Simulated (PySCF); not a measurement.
A geometry optimisation on methaneselenol (`C[SeH]`).

Method: PBE0-D3(BJ)/def2-SVP geometry optimisation, gas phase (PySCF 2.14.0). Start geometry: GFN2-xTB. A driver script takes a list of jobs; this job's settings line and coordinates (Å) are shown.

Input:
```
{"job": {"xc": "PBE0", "basis": "def2-SVP", "d3": "d3bj", "grid": 1, "maxiter": 30, "shake": 0.01, "kind": "geom"}, "charge": 0, "multiplicity": 1}
C     -0.530320    -0.033940    -0.042270
Se     1.259540    -0.684640    -0.337010
H     -0.777340     0.031760     1.010400
H     -0.618900     0.974210    -0.506510
H     -1.225270    -0.720820    -0.538230
H      1.916440     0.403420     0.368940
```

Output:
```
step   0  E = -2441.40089195  max force = 0.017071
step   1  E = -2441.40117731  max force = 0.005759
step   2  E = -2441.40154809  max force = 0.001987
step   3  E = -2441.40160709  max force = 0.000638
step   4  E = -2441.40165419  max force = 0.000779
step   5  E = -2441.40169924  max force = 0.001526
step   6  E = -2441.40172174  max force = 0.001054
step   7  E = -2441.40172602  max force = 0.000341
optimisation converged
```

Energies in Eh; «max force» is the largest Cartesian gradient component in Eh/bohr.

Q: Give the first gradient maximum in eV/Å.

A: With 1 Eh/bohr = 51.422 eV/Å, 0.878 eV/Å.

Main results: final energy -2441.40173 Eh after 7 steps; dipole 1.39 D.

Q: Where do the atoms end?

A: 0.024 Å rms from the input after alignment:
```
atom  x, y, z in Å
C1    -0.5367   -0.0979    0.0047
Se2    1.3229   -0.5877   -0.3074
H3    -0.7051    0.1583    1.0582
H4    -0.8399    0.7315   -0.6462
H5    -1.1322   -0.9854   -0.2466
H6     1.8735    0.7201    0.0802
```

Time: 8.1 s wall; peak memory 0.30 GiB. Hardware: Intel Xeon Platinum 8488C, one thread, shared host.
Labels such as C1 count atoms from 1, the log's own numbers from 0.
